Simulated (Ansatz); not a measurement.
`P[SiH]1CS1` + H₂O → `O[SiH]1CS1` + PH₃ at 700 K and 1 bar (formal hydrolysis of the Si–P bond).

Program: Ansatz. Geometries: PBE0-D4/def2-TZVP. ΔE: electronic, gas phase. CCSD(T)/CBS adds triple-zeta CCSD(T) − MP2 to the extrapolated MP2 energy (def2 sets, frozen cores). This one scheme is used for every species. Each species was taken in one conformer, which may not be the lowest.

```tsv
species	CCSD(T)/CBS energy (Eh)	H − E (kJ/mol)	S (J/(mol·K))
`P[SiH]1CS1`	-1068.85395	214.9	437.7
H₂O	-76.37941	80.5	218.4
`O[SiH]1CS1`	-802.53827	196.8	398.6
PH₃	-342.72256	91.5	248.3
```

H − E and S are ideal-gas, rigid-rotor, harmonic terms from PBE0-D4/def2-TZVP, for one conformer and one mirror image of each species. 1 Eh = 2625.50 kJ/mol, R = 8.31446 J/(mol·K).

Q: By hand: ΔE, ΔH, ΔS and ΔG.

A: ΔE = (-802.53827) + (-342.72256) − (-1068.85395) − (-76.37941) = -0.02747 Eh = -72.1 kJ/mol. Δ(H − E) = 196.8 + 91.5 − 214.9 − 80.5 = -7.1, so ΔH = -79.2 kJ/mol. ΔS = 398.6 + 248.3 − 437.7 − 218.4 = -9.2 J/(mol·K). ΔG = -79.2 − 700 × (-9.2)/1000 = -72.8 kJ/mol.

Q: By hand: the equilibrium constant, and the temperature at which ΔG would vanish if ΔH and ΔS stayed fixed.

A: log₁₀ K = −ΔG/(RT ln 10) = 5.4. ΔG = 0 at ΔH/ΔS = 8609 K, far beyond where these terms or the molecules hold.

The number of gas molecules stays the same, so ΔS is small and ΔH decides. A doubt of 5 kJ/mol in ΔE shifts log₁₀ K by 0.4 here. Other conformers and mirror images would add mixing entropy, several J/(mol·K) or more a flexible species. These are equilibria of isolated gas molecules and say nothing of rates. Largest T1 diagnostic: 0.013 (customary marks: 0.02 for closed shells, 0.045 for open ones).
